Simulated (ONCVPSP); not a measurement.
Varying the ONCV potential for lanthanum (La)

Base potential:

lanthanum (La), optimised norm-conserving Vanderbilt (ONCV), made with ONCVPSP 4.0.1 (LDA (Perdew-Zunger), scalar-relativistic). Core [Kr] 4d10, reference 5s2 5p6 5d1 6s1.75 6p0.25. Waves: 5s+6s: rc 2.80 bohr, ncon 3, nbas 6, qcut 3.7 1/bohr, 3 projectors, debl 1.3 Ha; 5p+6p: rc 3.55 bohr, ncon 4, nbas 7, qcut 4.9 1/bohr, 2 projectors; 5d: rc 2.55 bohr, ncon 4, nbas 7, qcut 4.5 1/bohr, 3 projectors, debl 1.7 Ha; f scattering state at 0.39 Ha: rc 3.90 bohr, ncon 4, nbas 7, qcut 3.1 1/bohr, 1 projector. Local part: polynomial inside 1.80 bohr (lpopt 2, dvloc0 -1 Ha). Core correction: Teter function, fcfact 4, rcfact 1.75.

In the f channel the program set the typed energies aside and used -0.179 Ha.

Cutoffs, loose and tight: the cutoffs (Ha) at which the residual kinetic energy of the hardest occupied pseudo-wave falls to 1 and 0.1 mHa per electron. They do not see the model core or the augmentation charge, which bear on the density cutoff. Test errors are all-electron minus pseudo excitation energies from the reference, over the configurations 5s2 5p6 5d1 6s2 6p0; 5s2 5p6 5d1 6s1 6p0; 5s2 5p6 5d1 6s0 6p0; 5s2 5p5 5d1 6s2 6p0. A dash means not determined; rows that change the core or the reference have their own tests.

| change | outcome | cutoff, loose | cutoff, tight | bound ghosts | GHOST(+) flags above zero | largest test error (meV) |
| --- | --- | --- | --- | --- | --- | --- |
| base | generated, projector energies reset by the program | 5.9 Ha | 7.3 Ha | none | s | -82 |
| s: qcut 3 | generated, projector energies reset by the program | 5.9 Ha | 8.2 Ha | none | s | -80 |
| s: qcut 3.4 | generated, projector energies reset by the program | 5.9 Ha | 7.3 Ha | none | s | -81 |
| s: qcut 3.8 | generated, projector energies reset by the program | 5.9 Ha | 7.3 Ha | none | s | -82 |
| s: qcut 4.3 | generated, projector energies reset by the program | 5.9 Ha | 7.3 Ha | none | s | -83 |
| s: qcut 5 | generated, projector energies reset by the program | 7.2 Ha | 8.9 Ha | none | s | -85 |
| s: qcut 5.4 | generated, projector energies reset by the program | 7.2 Ha | 9.2 Ha | none | s | -86 |

What comes out with this change to the base: s: qcut 2.3?

outcome: generated, projector energies reset by the program; cutoff, loose: 5.9 Ha; cutoff, tight: 10 Ha; bound ghosts: none; GHOST(+) flags above zero: s; largest test error (meV): -78.

Reading the sweep of the qcut of the s channel (base included, trends over the rows without a ghost): The loose cutoff stays near 5.9 Ha. The median size of the test errors (rows with all tests solved) falls from 7.5 meV at 2.3 to 5.2 meV at 5.4 1/bohr.
